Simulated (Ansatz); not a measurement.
**Reading a saddle point**

A first-order saddle point of SiNH$_{3}$BrCl, singlet, PBE0-D4/def2-TZVP, with one imaginary mode of 142i cm⁻¹:

```json
{"atom": "Si1", "x (Å)": "-0.8221", "y (Å)": "-0.4952", "z (Å)": "0.2813"}
{"atom": "Br2", "x (Å)": "1.8095", "y (Å)": "0.5162", "z (Å)": "-1.9588"}
{"atom": "N3", "x (Å)": "0.3745", "y (Å)": "0.5311", "z (Å)": "0.6290"}
{"atom": "H4", "x (Å)": "1.1424", "y (Å)": "0.5948", "z (Å)": "-0.2067"}
{"atom": "H5", "x (Å)": "-2.1903", "y (Å)": "-0.3392", "z (Å)": "0.7949"}
{"atom": "Cl6", "x (Å)": "-0.5642", "y (Å)": "-2.1643", "z (Å)": "-0.7384"}
{"atom": "H7", "x (Å)": "0.2501", "y (Å)": "1.3566", "z (Å)": "1.1988"}
```

Computed with Ansatz 0.2.0 (basis: def2-TZVPP and def2-QZVPP); correlated methods freeze the cores. Filled d shells of the heavier atoms are correlated. The def2 sets are not built for correlating such inner shells, so the correlated values are less sure here. Extrapolation: Hartree–Fock as exp(−7.88 √X), correlation as X^−2.97.

Q: Which contacts change along the imaginary mode, and what lies on either side? (A judgement: the text doesn't fix the answer.)

A: The calculation gives: The step is SiNH₃BrCl ([NH2][SiH]([Cl])[Br]) → SiNH₂Cl ([NH][SiH][Cl]) + HBr, with the molecules in contact on both sides. Shortening one way: Br2–H4; lengthening the same way: Si1–Br2, N3–H4.
```csv
pair,one side (Å),saddle (Å),other side (Å)
Br2–H4,3.27,1.88,1.70
Si1–Br2,2.21,3.60,3.98
N3–H4,1.01,1.14,1.26
```

Q: Which side is lower, and how far does the saddle lie above each? (To be estimated.)

A: The calculation gives: The side with Si1–Br2, N3–H4 short is lower by 73.11 kcal/mol; the saddle lies 73.91 kcal/mol above it and 0.80 kcal/mol above the other (CCSD(T) at an estimated basis limit (MP2 extrapolated from triple and quadruple zeta, plus CCSD(T) − MP2 in triple zeta); electronic energies).

No T1 diagnostic of these runs exceeds 0.014.

Labels in which every atom is bracketed show which atoms are joined, not bond orders.

For scale, one of the runs: CCSD(T)/def2-TZVPP, 205 basis functions, launched by `ansatz run in.yaml --threads 4 --pin off --events-out ev --progress --plain --max-ram 9574MiB`. Hardware: 4 CPU threads of an Arm Neoverse V2, shared host. Wall time 81 s; peak host memory 2.6 GiB.
